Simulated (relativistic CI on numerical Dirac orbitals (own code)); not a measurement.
Calculated at this level of theory: Dirac-Coulomb-Breit CI, KLI orbitals optimised for each configuration, QED by a radiative potential, unscaled Slater integrals (own radial code, finite nucleus).

The strongest absorption lines from the ground level of an ion, among the configurations computed and to levels below about 21400 eV (vacuum wavelength in Å, gf): 0.5803 (0.039), 0.5845 (0.026), 0.6412 (0.09), 0.6513 (0.064), 0.8287 (0.31), 0.8707 (0.27), 4.6865 (0.31), 53.359 (0.011).

**Question.** Which ion is it?
A. Ac LXXXVII
B. Pb LXXVIII
C. Er LXVI
D. Pb LXXX

**Answer.** D. Pb LXXX has 3 electrons and the ground level 2s ²S1/2; the strongest line goes to 2p ²P°3/2. The pattern of lines fixes the number of electrons, and along that sequence the line energies rise steadily with the charge (about as its square where n changes within one kind of shell, about linearly where n is kept but much faster in heavy ions where fine structure, which grows about as Z⁴, sets the gap, and irregularly where shells cross), which fixes Z. Configurations outside the model, such as inner-shell arrays, can give stronger lines. At this charge energies of transitions that change n are usually good to better than 1 %, and those within a shell (Δn = 0) to a few per cent.
